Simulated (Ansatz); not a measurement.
```yaml
crystal:
  periodic: [false, false, false]
  atoms:
    - {symbol: O, position_ang: [-0.239131, 2.580864, -1.233992]}
    - {symbol: Sc, position_ang: [-0.088238, 0.911954, -0.430611]}
    - {symbol: O, position_ang: [-1.505568, -0.341829, -0.526361]}
    - {symbol: Si, position_ang: [-2.723005, -1.417433, -0.619890]}
    - {symbol: O, position_ang: [1.489687, 0.425092, 0.498799]}
    - {symbol: Si, position_ang: [2.854304, 0.023132, 1.288706]}
    - {symbol: H, position_ang: [-0.330786, 3.431564, -1.651963]}
    - {symbol: H, position_ang: [-2.939664, -2.080157, 0.696156]}
    - {symbol: H, position_ang: [-3.991700, -0.747334, -1.020071]}
    - {symbol: H, position_ang: [-2.410691, -2.468269, -1.628319]}
    - {symbol: H, position_ang: [3.989883, -0.107146, 0.333486]}
    - {symbol: H, position_ang: [2.691426, -1.275403, 1.999564]}
    - {symbol: H, position_ang: [3.203462, 1.064964, 2.294497]}
basis:
  gaussian: {orbitals: "6-311G**"}
hamiltonian: {xc: {name: PBE}, dispersion: d3bjatm}
accuracy: high
output: {forces: true}
```

```sh
$ ansatz run in.yaml --threads 8 --pin off --events-out ev --progress --plain --max-ram 20889MiB
```

Shortened log:

```
Error: <dir> can't be read: No such file or directory (os error 2)
```
